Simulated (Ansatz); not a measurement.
Abridged output of a molecular run in Ansatz:

```
Functional definition: HF
2595 factors; integrals over basis functions are off by at most 1.6e-3 eV
mean field evaluation 1: about -31238.6635 eV, gradient 4.5e1 eV
mean field evaluation 2: about -31239.0654 eV, gradient 4.5e1 eV
mean field evaluation 4: about -31245.1310 eV, gradient 6.7e0 eV
mean field evaluation 8: about -31245.2597 eV, gradient 4.0e-1 eV
mean field -31245.26043260 eV, -1148.2421421000 hartree, gradient 1.6e-6 eV, S^2 0.000000; 0 other end points of the search recorded, 0 dependent functions left out
17 core orbitals not correlated: weight in the atoms' cores, before any rotation towards them, 1.000 or more for the frozen orbitals, at most 0.000 for the correlated occupied ones
reference -31245.26043260 eV, -1148.2421421000 hartree; 38, 38 occupied and 201, 201 virtual orbitals, 2595 factors
second order -45.44317890 eV of doubles, -0.00000000 eV of singles
cycle   1  -46.09871467 eV  change   -6.6e-1 eV  update   1.8e-1
cycle   2  -47.37845206 eV  change    -1.3e0 eV  update   5.6e-2
cycle   3  -47.72108151 eV  change   -3.4e-1 eV  update   3.1e-2
cycle   4  -47.71753496 eV  change    3.5e-3 eV  update   8.6e-3
cycle   5  -47.71033350 eV  change    7.2e-3 eV  update   4.2e-3
cycle   6  -47.71141742 eV  change   -1.1e-3 eV  update   1.3e-3
cycle   7  -47.71039610 eV  change    1.0e-3 eV  update   5.5e-4
cycle   8  -47.70992733 eV  change    4.7e-4 eV  update   1.6e-4
cycle   9  -47.70998614 eV  change   -5.9e-5 eV  update   7.5e-5
perturbative correction -1.51280411 eV, -0.0555945256 hartree
Total energy: -31294.48322285 eV, -1150.0510462772 hartree
```

Its atoms:

```xyz
28

C    -1.825    1.621   -1.159
C    -0.814    1.527   -0.026
P    -0.307   -0.193    0.327
C    -1.825   -1.036    0.901
C    -2.602   -0.358    2.018
C     0.735   -0.048    1.822
C     2.091    0.581    1.538
Au    0.686   -1.254   -1.418
S     1.625   -2.380   -3.181
C     3.160   -1.468   -3.530
H    -1.444    1.139   -2.062
H    -2.042    2.664   -1.396
H    -2.770    1.139   -0.897
H     0.100    2.065   -0.291
H    -1.199    1.982    0.892
H    -1.508   -2.041    1.195
H    -2.450   -1.172    0.015
H    -2.954    0.633    1.723
H    -3.481   -0.950    2.281
H    -2.002   -0.245    2.923
H     0.193    0.519    2.584
H     0.862   -1.066    2.202
H     1.993    1.612    1.190
H     2.703    0.597    2.442
H     2.629    0.019    0.771
H     3.644   -1.967   -4.372
H     3.843   -1.487   -2.681
H     2.961   -0.434   -3.811
```

(1) Which basis set was used?
A. cc-pV(T+d)Z
B. def2-TZVPP
C. cc-pV(Q+d)Z
D. def2-SVP

(2) Write the keys of the input that set method, charge and spin (a neutral closed shell needs none for the last two).

Results:

(1) D. It gives 256 functions.

(2) 
```yaml
correlation: {method: ccsd_t}
```
